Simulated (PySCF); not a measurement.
Worked example: chemical shift, span and skew from a shielding tensor

2,2-dichloroethyl(fluoro)silane (C2H5Cl2FSi), SMILES C(Cl)(C[SiH2]F)Cl. Atoms are numbered in the order given.

```xyz
11

F     -2.8968    -1.5275    -0.1524
Si    -1.9309    -0.2223     0.0161
C     -0.1573    -0.8658     0.0723
C      0.8359     0.1675    -0.4131
Cl     2.5164    -0.3821    -0.2351
Cl     0.5871     1.7033     0.4720
H     -2.3258     0.4655     1.2677
H     -2.1213     0.6426    -1.1783
H     -0.0768    -1.7683    -0.5560
H      0.0993    -1.1582     1.1032
H      0.6969     0.4074    -1.4743
```
Charge 0, spin multiplicity 1.

Coordinates come from a ωB97X-D3(BJ)/def2-SVP optimisation. The values are those of a single conformer.

GIAO shieldings from PBE/pcSseg-1 (PySCF), non-relativistic, no solvent. The symmetric part of the tensor of C3 has the principal values 107.6, 144.0, 179.1 ppm. The same nucleus in TMS has σ = 182.0 ppm at this level (PySCF, at its B3LYP-D3(BJ)/def2-TZVP geometry). Without spin–orbit terms, shifts of atoms bonded to Cl or Br come out too high.

Task: Work out the isotropic shielding, the ¹³C shift against TMS, the span and the skew.

Result: 
σ(iso) = (σ11 + σ22 + σ33)/3 = 143.6 ppm. δ = σ(ref) − σ(iso) = 182.0 − (143.6) = 38.4 ppm.
Span Ω = σ33 − σ11 = 71.5 ppm. Skew κ = 3(σ(iso) − σ22)/Ω = -0.02. Tumbling in solution averages the tensor to δ; in a static solid the shielding alone would spread this spin-1/2 line over Ω.
